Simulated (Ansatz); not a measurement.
Frontier orbitals of CH$_{5}$AlFN (`C[NH][AlH][F]`).

```xyz
9

C     0.233    0.526   -1.153
N    -0.010    0.494    0.275
Al   -0.283   -0.926    1.275
F    -0.539   -0.695    2.890
H     1.208    0.961   -1.399
H     0.224   -0.490   -1.557
H    -0.533    1.094   -1.692
H    -0.011    1.416    0.685
H    -0.289   -2.379    0.677
```

Charge 0, multiplicity 1. Geometry: relaxed with PBE0-D4/def2-TZVP. It is one conformer, not always the lowest. Basis def2-TZVPP, Ansatz 0.2.0.

Orbital energies of one run (eV). Highest occupied ones, from the top: -6.07, -8.22, -9.18, -9.83, -9.89, -10.74, -10.89, -11.57, -12.57, -17.42, -23.24, -30.91, -71.59, -71.65. Empty: -0.83, -0.52, 0.27, 1.56, 1.83, 2.74.

Q: Which functional gave them?
A. B97M-V
B. ωB97X-V
C. revPBE
D. r2SCANh

A: A. HOMO energies: B97M-V -6.07, ωB97X-V -9.48, r2SCANh -6.47, revPBE -5.66 eV.
